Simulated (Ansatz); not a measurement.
Consider the redistribution: `[OH][Sc]([OH])[F]` + `CN([SiH2]Cl)[SiH](O)F` → `[OH][Sc]([F])[Cl]` + `CN([SiH2]O)[SiH](O)F`.

Isolated molecules relaxed with PBE0-D4/def2-TZVP in Ansatz; ΔE leaves out vibrations. CCSD(T)/CBS adds triple-zeta CCSD(T) − MP2 to the extrapolated MP2 energy (def2 sets, frozen cores). DFT in def2-TZVPP. B3LYP here is the variant with VWN-RPA as its local correlation; programs differ in this. For Sc outer-core shells are correlated without core-valence functions, which leaves a few kJ/mol of doubt a bond. Scalar relativity is left out up to krypton. Each species was taken in one conformer, which may not be the lowest.

(1) Is it downhill or uphill in electronic energy at CCSD(T)/CBS, and by how much? (An estimate is asked.)

(2) What do these levels give: PBE-D4, r2SCAN-D4, B3LYP-D4, ωB97M-V, HF/def2-TZVPP, SCS-MP2/def2-TZVPP? (Estimate.)

Largest T1 diagnostic among the species: 0.016.

Answers

(1) Computed: Downhill: ΔE = -0.46 eV.

(2) The calculation gave: PBE-D4 -0.41, r2SCAN-D4 -0.52, B3LYP-D4 -0.48, ωB97M-V -0.48, HF/def2-TZVPP -0.68, SCS-MP2/def2-TZVPP -0.49 eV.

In def2-TZVPP, CCSD(T) changes the Hartree–Fock value by +0.16 eV (the triples alone add +0.01 eV) and MP2 by +0.21 eV. From PBE to PBE0 (25 % exact exchange), in def2-TZVPP and without D4, ΔE moves by −0.07 eV.
